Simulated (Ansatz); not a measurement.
Start from `SC1C[SiH2]1` and change one atom or group to get `F[SiH2]C1C[SiH2]1`.

Ansatz, PBE0-D4/def2-TZVP geometries, multiplicity 1. Each molecule was computed in one conformer, which needn't be the lowest.

```tsv
property	`SC1C[SiH2]1`
HOMO–LUMO gap (ωB97M-V/def2-TZVPP) / eV	10.06
size of the dipole moment (B3LYP/def2-TZVPP) / D	1.55
LUMO energy (PBE0/def2-TZVPP) / eV	-0.19
HOMO–LUMO gap (PBE/def2-TZVPP) / eV	4.25
size of the dipole moment (PBE/def2-TZVPP) / D	1.39
LUMO energy (ωB97M-V/def2-TZVPP) / eV	1.51
```

Task: What does the change do to each property? (Best estimate.)

Result: Ansatz gave: 
| property | `F[SiH2]C1C[SiH2]1` | shift |
| --- | --- | --- |
| HOMO–LUMO gap (ωB97M-V/def2-TZVPP) / eV | 10.93 | 0.87 |
| size of the dipole moment (B3LYP/def2-TZVPP) / D | 2.02 | 0.47 |
| LUMO energy (PBE0/def2-TZVPP) / eV | -0.07 | 0.12 |
| HOMO–LUMO gap (PBE/def2-TZVPP) / eV | 5.26 | 1.01 |
| size of the dipole moment (PBE/def2-TZVPP) / D | 1.95 | 0.56 |
| LUMO energy (ωB97M-V/def2-TZVPP) / eV | 1.56 | 0.05 |

With PBE0 the HOMO falls by 0.83 eV and the LUMO rises by 0.12 eV, so the gap widens by about 0.95 eV. PBE moves the HOMO by -0.85 eV and ωB97M-V by -0.82 eV. Dipoles are sizes alone; their direction can turn.

B3LYP here is the variant with VWN-RPA as its local correlation; programs differ in this.
